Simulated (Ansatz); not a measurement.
Wavefunction ladder for CH6AlIn (`[AlH2][CH2][InH2]`)

```xyz
9

Al   -0.783   -1.469   -0.508
C    -0.135    0.337   -0.700
In    0.861    1.167    1.024
H     0.160   -2.699   -0.866
H    -2.238   -1.738    0.072
H    -0.969    1.018   -0.899
H     0.602    0.392   -1.508
H     2.571    0.980    1.178
H    -0.070    2.012    2.207
```

The species carries charge 0 and has multiplicity 1. Correlated methods include outer-core shells of In, which these sets cover unevenly. In takes the def2 core potential. The geometry is a stationary point of PBE0-D4/def2-TZVP. Frozen core, restricted reference, Ansatz.

| basis | HF (Eh) | MP2 corr. |
| --- | --- | --- |
| def2-SVP | -472.33173 | -0.30751 |
| def2-TZVPP | -472.46843 | -0.55983 |
| def2-QZVPP | -472.47915 | -0.76458 |

Q: Estimate the CCSD correlation energy and the (T) correction in each basis where they were run (hartree).

A: 
```tsv
basis	CCSD corr.	(T)
def2-SVP	-0.35314	-0.01039
def2-TZVPP	-0.59153	-0.01918
def2-QZVPP	-0.76817	-0.02455
```
